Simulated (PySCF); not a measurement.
Working out the electron affinity of Ga

Ga⁻ [Ar] 3d10 4s2 4p2 (3P) → Ga [Ar] 3d10 4s2 4p1 (2P). All numbers are calculated (PySCF 2.14, a scalar-relativistic core potential, in aug-cc-pVQZ-PP with one added diffuse shell each of s, p, d, f, g type with ECP10MDF (8s7p6d4f3g, 114 functions)). Frozen: 3s2 3p6 3d10. Energies in hartree (1 hartree = 27.21139 eV):

| part | Ga⁻ (lower) | Ga (upper) |
| --- | --- | --- |
| UHF | -258.300857 | -258.303228 |
| MP2 opposite-spin | -0.038548 | -0.033598 |
| MP2 same-spin | -0.009909 | -0.002656 |

Problem. What does Hartree-Fock give?

Solution. (-258.303228) − (-258.300857) = -0.002371 hartree = -0.065 eV.

Problem. What do MP2 and SCS-MP2 (6/5 opposite-spin, 1/3 same-spin) give?

Solution. The opposite-spin parts differ by 0.135 eV and the same-spin parts by 0.197 eV. MP2: -0.065 + (0.135) + (0.197) = 0.267 eV. SCS-MP2: -0.065 + 1.2 × (0.135) + (0.197)/3 = 0.163 eV.

Reference: 0.301 eV (measured; photodetachment measurements, as compiled on the Wikipedia data page of electron affinities), between the lowest levels; spin-orbit coupling is absent from the calculation.

What remains against the reference includes basis incompleteness, the frozen core and correlation beyond second order.
